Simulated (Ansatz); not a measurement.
Calculated with Ansatz (gas phase, PBE0-D4/def2-TZVP geometries, no zero-point term in ΔE). CCSD(T)/CBS is the MP2 limit (def2-TZVPP, def2-QZVPP) plus CCSD(T) − MP2 in def2-TZVPP, frozen cores. DFT in def2-TZVPP. B3LYP here is the variant with VWN-RPA as its local correlation; programs differ in this. One conformer a species, not always the lowest.

`BOCCC` → `CBOCC`  (isomerisation)

`BOCCC`:

Z-matrix (Å, degrees):
```
C
O 1 1.419
C 1 1.512 2 110.7
H 1 1.097 2 109.8 3 -122.5
H 1 1.095 2 107.2 3 120.2
B 2 1.338 1 122.3 3 113.4
C 3 1.519 1 111.8 2 176.7
H 3 1.094 1 108.7 2 54.6
H 3 1.095 1 108.8 2 -61.2
H 6 1.197 2 117.0 1 -179.0
H 6 1.204 2 120.2 1 1.0
H 7 1.091 3 111.1 1 179.9
H 7 1.093 3 111.3 1 -60.2
H 7 1.093 3 111.4 1 59.9
```

`CBOCC`:

Cartesian coordinates in Å:
```
C -0.417 2.503 -0.112
B -0.504 1.026 0.385
O -0.276 0.017 -0.479
C -0.323 -1.344 -0.083
C 1.049 -1.966 -0.180
H 0.325 3.056 0.474
H -1.369 3.017 0.065
H -0.164 2.590 -1.170
H -0.771 0.752 1.531
H -0.716 -1.419 0.937
H -1.022 -1.852 -0.755
H 1.000 -3.029 0.069
H 1.446 -1.867 -1.192
H 1.743 -1.483 0.511
```

(1) Is it downhill or uphill in electronic energy at CCSD(T)/CBS, and by how much? (Estimate.)

(2) What do these levels give: r2SCAN-D4, B3LYP-D4, SCS-MP2/def2-TZVPP, CCSD(T)/def2-TZVPP, HF/def2-QZVPP, MP2/CBS(def2)? (An estimate is asked.)

Largest T1 diagnostic among the species: 0.012.

## Answers

(1) The calculation gave: Downhill: ΔE = -50.9 kJ/mol.

(2) The calculation gave: r2SCAN-D4 -57.3, B3LYP-D4 -53.5, SCS-MP2/def2-TZVPP -48.1, CCSD(T)/def2-TZVPP -50.3, HF/def2-QZVPP -49.1, MP2/CBS(def2) -51.3 kJ/mol.
